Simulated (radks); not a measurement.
Q: Method: non-relativistic Kohn-Sham, r2SCAN, spin-polarised, spherical densities, point nucleus; open shells are filled with parallel spins first; meta-GGA in the generalised Kohn-Sham scheme; computed with a radial shooting solver on a logarithmic mesh with Libxc functionals. Each species is in its NIST ground configuration. Rank Li, O, B, C, Be, F, N, Ne by radius at which the density is 0.001 e/bohr^3 (bohr), largest first.

A: Li 4.18, Be 4.15, B 3.90, C 3.63, N 3.38, O 3.25, F 3.09, Ne 2.94.
